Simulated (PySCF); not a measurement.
Species: C5H9BO2.
Numbering: `[OH:1][B:2]([OH:3])[C@@H:4]1[CH2:5][C@@H:6]2[CH2:7][C@H:8]12` (hydrogens: H9 on O1; H10 on O3; H11 on C4; H12, H13 on C5; H14 on C6; H15, H16 on C7; H17 on C8)

Geometry (PBE0-D3(BJ)/def2-SVP, Å), atoms numbered from 1 in this order:
```xyz
17
C5H9BO2 angstrom
O      2.3236    0.6614    0.5250
B      1.6754   -0.3859   -0.0524
O      2.3041   -1.6022   -0.0378
C      0.2269   -0.1749   -0.6408
C     -0.4204    1.2416   -0.6322
C     -1.5083    0.7381    0.3104
C     -0.9043    0.1645    1.5535
C     -0.9033   -0.6523    0.2981
H      3.1753    0.3897    0.8859
H      1.7788   -2.2972   -0.4428
H      0.1266   -0.6411   -1.6349
H     -0.8128    1.5190   -1.6205
H      0.2057    2.0656   -0.2552
H     -2.5634    1.0216    0.2677
H      0.0321    0.5744    1.9500
H     -1.6202   -0.1534    2.3162
H     -1.4086   -1.6206    0.2395
```

Level: PBE0/pcSseg-1 in PySCF, non-relativistic, on one gas-phase PBE0-D3(BJ)/def2-SVP geometry that isn't relaxed in the solvent. The solvent is an IEF-PCM continuum (van der Waals radii × 1.2). Specific hydrogen bonds and non-electrostatic terms are outside this model.

```json
{"run": "gas", "E − E(gas) (kcal/mol)": "0.00", "HOMO (eV)": "-7.18", "HOMO–LUMO gap (eV)": "8.18", "dipole (D)": "1.57"}
{"run": "P", "E − E(gas) (kcal/mol)": "-4.74", "HOMO (eV)": "-7.16", "HOMO–LUMO gap (eV)": "8.38", "dipole (D)": "1.97"}
{"run": "Q", "E − E(gas) (kcal/mol)": "-2.95", "HOMO (eV)": "-7.16", "HOMO–LUMO gap (eV)": "8.31", "dipole (D)": "1.79"}
```

The runs were made in benzene and chloroform. Which run belongs to which solvent?

P = chloroform, Q = benzene. The dielectric constants are 2.271 (benzene), 4.711 (chloroform), and the energy falls further as ε rises. In this model the ground state sees the solvent through ε alone.

How constant is the ratio of the lowering to (ε − 1)/(2ε + 1)?

```
   solvent  (ε − 1)/(2ε + 1)  E − E(gas) (kcal/mol)  ratio (kcal/mol)  polarisation term (kcal/mol)
   benzene             0.229                  -2.95             -12.8                         -3.06
chloroform             0.356                  -4.74             -13.3                         -5.05
```

The ratio changes by +3.5 % in size from benzene to chloroform. The polarisation term is half the interaction of the solute with the induced surface charges.

The run took 23 s wall on one thread of an Arm Neoverse V1, shared host with 32 logical CPUs at a one-minute load of 15, and the process peaked at 1.1 GiB of memory. This is the whole shielding run at PBE0/pcSseg-1 in chloroform, SCF included.
